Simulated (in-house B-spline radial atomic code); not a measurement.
## Binding energies in Mo3+

NIST's tabulated ground configuration is [Kr] 4d3; each binding energy is the energy of the ion with one electron taken from that subshell, relaxed, less that of the parent. Level of theory: Dirac-Hartree-Fock, average of configuration, Fermi nucleus of rms radius 4.4091 fm; calculated with a B-spline radial code for spherical atoms. Energies include first-order Breit, QED and recoil terms.

| subshell | X-ray name | binding energy (eV) | -ε (eV) | relaxation (eV) |
| --- | --- | --- | --- | --- |
| 1s | K | 20043.6 | 20154.7 | 56.6 |
| 2s | L1 | 2916.9 | 2950.4 | 28.3 |
| 2p1/2 | L2 | 2671.1 | 2707.4 | 31.2 |
| 2p3/2 | L3 | 2566.2 | 2600.2 | 30.5 |
| 3s | M1 | 552.1 | 562.5 | 9.6 |
| 3p1/2 | M2 | 458.1 | 468.5 | 9.8 |
| 3p3/2 | M3 | 440.3 | 450.2 | 9.5 |
| 4s | N1 | 109.9 | 111.8 | 1.9 |
| 4p1/2 | N2 | 80.07 | 81.77 | 1.63 |
| 4p3/2 | N3 | 77.47 | 79.05 | 1.54 |
| 4d | N4,5 | 38.22 | 38.97 | 0.76 |

Relaxation = -ε minus the binding energy without Breit, QED and recoil terms.

Emission lines follow as differences of binding energies, with λ = 12398.42 eV·Å / E:

| line | holes | energy (eV) | wavelength (Å) |
| --- | --- | --- | --- |
| K-L3 | 1s → 2p3/2 | 17477.4 | 0.7094 |
| K-L2 | 1s → 2p1/2 | 17372.5 | 0.71368 |
| K-M3 | 1s → 3p3/2 | 19603.3 | 0.63247 |
| L1-M3 | 2s → 3p3/2 | 2476.6 | 5.0062 |
| L3-M1 | 2p3/2 → 3s | 2014.1 | 6.1558 |

(1) What screening constant σ does Moseley's law, E = (3/4)·13.6057 eV·(Z - σ)², need for K-L3?

Moseley's non-relativistic formula needs a falling, then negative, screening constant for heavy elements, because relativity binds the 1s electron more strongly than the formula allows.

(2) What does it cost to remove both a 2p1/2 and a 4d electron?

(3) What does it cost to remove both a 3s and a 3p3/2 electron?

(4) What does it cost to remove both a 3s and a 4d electron?

Results:

(1) σ = 0.61.

(2) 2726.8 eV, which is 17.47 eV more than the two single binding energies together.

(3) 1025.2 eV, which is 32.72 eV more than the two single binding energies together.

(4) 607.46 eV, which is 17.11 eV more than the two single binding energies together.
